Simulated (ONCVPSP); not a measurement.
Scattering properties, ONCV potential for Mg

```json
{
 "Element": "Mg (Z = 12)",
 "Generator": "ONCVPSP 4.0.1",
 "Type": "optimised norm-conserving Vanderbilt (ONCV)",
 "Functional": "PW91",
 "Relativity": "scalar-relativistic",
 "Frozen core": "[He]",
 "Valence charge": "10",
 "Reference configuration": "2s2 2p6 3s2",
 "Partial waves": "2s+3s: rc 1.05 bohr, ncon 5, nbas 10, qcut 15 1/bohr, 3 projectors, debl 1 Ha; 2p: rc 0.95 bohr, ncon 5, nbas 10, qcut 18.2 1/bohr, 2 projectors, debl 4 Ha",
 "Local potential": "polynomial inside 0.75 bohr (lpopt 3, dvloc0 2 Ha)",
 "Core correction": "Teter function, fcfact 4.75, rcfact 1.1"
}
```

The phase is arctan(r·R′/R) of the radial function R(r), unwrapped; energies in Ha, scanned from -4 to 5 Ha. A pole is an energy at which the radial function vanishes at the test radius. The pseudo phase is shifted by a multiple of π to meet the all-electron one at the reference energy, and phase errors are pseudo minus all-electron; the curves can meet again beyond the range given. Levels narrower than the energy grid can be missing from the lists of poles.

Task: For each channel, where are the poles, and over which energies does the pseudopotential scatter like the atom?

Result:

| channel | radius (bohr) | reference energy (Ha) | poles, all-electron | poles, pseudo | unbroken range about the reference energy with phases within 0.05 rad | phase error 1 Ha above the reference energy (rad) |
| --- | --- | --- | --- | --- | --- | --- |
| s | 1.07 | -0.17 | -1.67 | -1.67 | the whole range | +0.000 |
| p | 0.96 | -1.72 | -0.11 | -0.11 | the whole range | -0.000 |

Phases in the s channel:

| E (Ha) | all-electron | pseudo |
| --- | --- | --- |
| -3.98 | -0.362 | -0.362 |
| -3.74 | -0.648 | -0.648 |
| -3.50 | -0.883 | -0.883 |
| -3.26 | -1.062 | -1.062 |
| -3.02 | -1.197 | -1.197 |
| -2.78 | -1.300 | -1.300 |
| -2.54 | -1.381 | -1.381 |
| -2.30 | -1.446 | -1.446 |
| -2.06 | -1.500 | -1.500 |
| -1.82 | -1.545 | -1.545 |
| -1.58 | -1.585 | -1.585 |
| -1.34 | -1.620 | -1.620 |
| -1.10 | -1.653 | -1.653 |
| -0.86 | -1.683 | -1.683 |
| -0.62 | -1.711 | -1.711 |
| -0.38 | -1.739 | -1.739 |
| -0.14 | -1.766 | -1.766 |
| 0.10 | -1.793 | -1.793 |
| 0.34 | -1.821 | -1.821 |
| 0.58 | -1.849 | -1.849 |
| 0.82 | -1.879 | -1.879 |
| 1.06 | -1.911 | -1.911 |
| 1.30 | -1.945 | -1.945 |
| 1.54 | -1.982 | -1.982 |
| 1.78 | -2.023 | -2.023 |
| 2.02 | -2.070 | -2.070 |
| 2.26 | -2.123 | -2.123 |
| 2.50 | -2.183 | -2.183 |
| 2.74 | -2.253 | -2.253 |
| 2.98 | -2.336 | -2.336 |
| 3.22 | -2.433 | -2.433 |
| 3.46 | -2.548 | -2.547 |
| 3.70 | -2.682 | -2.682 |
| 3.94 | -2.835 | -2.835 |
| 4.18 | -3.005 | -3.005 |
| 4.42 | -3.183 | -3.183 |
| 4.66 | -3.361 | -3.360 |
| 4.90 | -3.526 | -3.526 |
